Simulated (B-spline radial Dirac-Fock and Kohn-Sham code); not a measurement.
ΔSCF core binding energies without Breit or QED terms, calculated with a radial finite-basis atomic code.

A sound run for neutral cobalt, [Ar] 3d7 4s2: The ground state converged in 11 iterations, with total energy -1392.00192 Ha, virial ratio 1.98458 and highest orbital energy -7.42 eV. ΔSCF binding energies: K (1s) 7735.3 eV, L3 (2p3/2) 794.8 eV. Holes are computed only in closed shells, and unreliable hole states are left out.

A second run, with one unsound setting: The ground state converged in 11 iterations, with total energy -1391.88948 Ha, virial ratio 1.98458 and highest orbital energy -7.41 eV. ΔSCF binding energies: K (1s) 7735.1 eV, L3 (2p3/2) 794.9 eV. Holes are computed only in closed shells, and unreliable hole states are left out.

```
iter   energy (Ha)        error
   1    -1389.25210412  9.76e-01
   2    -1389.95639670  3.49e-01
   3    -1391.86064420  3.01e-02
   4    -1391.88739912  1.09e-02
   5    -1391.88931043  2.13e-03
   6    -1391.88945999  6.24e-04
   7    -1391.88947672  8.12e-05
   8    -1391.88947712  6.10e-05
   9    -1391.88947718  9.59e-06
  11    -1391.88947719  1.30e-07
```

**Question.** Which fault fits the second run best?
A. spline order too low
B. unbound anion
C. speed of light below Z
D. damping too heavy

**Answer.** A. The input had order = 3: order is too low for an accurate radial basis.
